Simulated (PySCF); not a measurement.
Harmonic spectrum computed at PBE0 in the def2-SVP basis family (core potentials from Rb on, PySCF, no spin–orbit coupling):

```tsv
symmetry	ω (cm⁻¹)	IR (km/mol, summed over degenerate members)
e'	42	0.1
a2''	55	20.7
a1'	152	0.0
e'	335	227
```

Problem. Which molecule gave it? In each, all ligands are bound to the one heavy central atom.
A. SbI₃ (singlet)
B. PbI₃ (doublet)
C. InI₃ (singlet)
D. AsI₃ (singlet)
E. ScI₃ (singlet)

Solution. E. It has D3h symmetry with Sc–I 2.633 Å (×3).
